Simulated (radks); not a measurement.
Task: All-electron calculation, non-relativistic Kohn-Sham, PBE, spin-polarised, spherical densities, point nucleus; open shells are filled with parallel spins first. Program: a radial shooting solver on a logarithmic mesh with Libxc functionals. Response by self-consistent Sternheimer equations with the Hartree and adiabatic LDA kernel. For heavy and open-shell atoms this level of theory can miss by tens of per cent. Estimate the static dipole polarisabilities of Cr4+ ([Ar] 3d2) and Fe6+ ([Ar] 3d2) and the C6 coefficients of the three pairs.

Result: alpha = 1.373 and 0.6761 bohr^3; C6 = 2.960 (Cr4+-Cr4+), 1.738 (Cr4+-Fe6+), 1.049 (Fe6+-Fe6+) hartree bohr^6.
